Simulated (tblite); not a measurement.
Compound: CH₇FPSi (charge +1).
Bonds: F1–C2, C2–Si3, Si3–P4. Hydrogens: H5, H6 on C2; H7, H8 on Si3; H9, H10, H11 on P4.

Computed with GFN2-xTB (tblite), gas phase: Langevin dynamics at 400 K from the optimised GFN2-xTB geometry, time step 0.5 fs, friction 0.01 fs⁻¹, 2000 steps. The instantaneous temperature is 2·E(kin)/(3Nk) with all 3N coordinates.

```tsv
t (fs)	T (K)	E(pot) above start (eV)	F1–C2 (Å)	C2–Si3 (Å)	Si3–P4 (Å)	C2–H5 (Å)	F1–C2–Si3–P4 (°)
0	351	0.000	1.392	1.934	2.341	1.093	0
25	198	0.435	1.405	1.927	2.343	1.094	4
50	351	0.330	1.372	1.981	2.398	1.074	7
75	350	0.222	1.398	1.970	2.321	1.065	12
100	311	0.399	1.404	1.910	2.351	1.075	8
125	294	0.370	1.350	2.000	2.421	1.116	2
150	362	0.398	1.390	1.894	2.391	1.137	-8
175	321	0.362	1.418	1.959	2.386	1.109	-19
200	359	0.395	1.363	1.920	2.398	1.074	-42
225	330	0.447	1.385	1.955	2.416	1.086	-54
250	280	0.606	1.418	1.885	2.344	1.071	-62
275	400	0.569	1.373	1.931	2.370	1.132	-53
300	409	0.576	1.360	1.909	2.437	1.118	-44
325	407	0.507	1.394	1.953	2.379	1.111	-36
350	340	0.510	1.416	1.923	2.300	1.111	-25
375	369	0.701	1.365	1.955	2.337	1.107	-21
400	545	0.576	1.336	1.915	2.503	1.084	-18
425	365	0.716	1.421	1.943	2.626	1.098	-18
450	379	0.536	1.428	1.910	2.394	1.104	-22
475	326	0.645	1.352	1.942	2.175	1.083	-20
500	462	0.417	1.380	1.914	2.481	1.083	-20
525	406	0.668	1.469	1.924	2.632	1.102	-20
550	584	0.425	1.438	1.895	2.522	1.077	-26
575	456	0.537	1.339	1.945	2.318	1.075	-31
600	296	0.485	1.349	1.942	2.359	1.092	-40
625	436	0.433	1.378	1.890	2.470	1.111	-48
650	268	0.594	1.419	1.942	2.460	1.123	-52
675	343	0.425	1.366	1.959	2.359	1.070	-56
700	360	0.608	1.353	1.919	2.397	1.045	-59
725	340	0.383	1.379	1.938	2.460	1.099	-60
750	342	0.625	1.450	1.870	2.375	1.151	-64
775	316	0.647	1.399	1.953	2.363	1.174	-63
800	406	0.446	1.394	1.952	2.379	1.113	-53
825	399	0.385	1.403	1.899	2.318	1.074	-45
850	263	0.464	1.366	1.917	2.345	1.100	-37
875	330	0.388	1.404	1.931	2.455	1.095	-33
900	298	0.345	1.419	1.947	2.407	1.120	-25
925	317	0.291	1.382	1.952	2.282	1.119	-8
950	386	0.193	1.357	1.955	2.355	1.107	12
975	386	0.439	1.379	1.894	2.464	1.090	22
1000	413	0.489	1.458	1.995	2.415	1.073	35
```

Task: From 500 fs on, how do temperature and potential energy compare with equipartition?

Result: The mean temperature of these 21 frames is 372 K against the target 400 K, and the mean potential energy 0.46 eV against 27 × kT/2 = 0.47 eV for 27 classical harmonic modes. For 11 atoms in a canonical ensemble the temperature itself scatters by T·√(2/(3N)) = 98 K; here its standard deviation is 74 K. The whole run lasts only 10 friction times of 100 fs, so these averages carry a wide statistical error.

Task: What are the kinetic and total energies of the listed frame with the highest potential energy?

Result: The one at 425 fs, 0.716 eV above the start. Its kinetic energy is 3NkT/2 = 0.519 eV at 365 K, so the sum is 1.23 eV; over the listed frames the sum runs from 0.50 to 1.35 eV, since the thermostat adds and removes energy.

Task: How much do the listed bonds fluctuate from 500 fs on?

Result: 
| bond | at the start (Å) | mean (Å) | standard deviation (Å) |
| --- | --- | --- | --- |
| F1–C2 | 1.392 | 1.394 | 0.036 |
| C2–Si3 | 1.934 | 1.930 | 0.029 |
| Si3–P4 | 2.341 | 2.410 | 0.079 |
| C2–H5 | 1.093 | 1.100 | 0.028 |

The motion is classical and holds no zero-point motion.

The cost below is that of the whole dynamics run. Hardware: one thread of an Intel Xeon at 2.50 GHz, on a shared host. Cost: 22 s of wall time, 0.18 GiB resident at most.
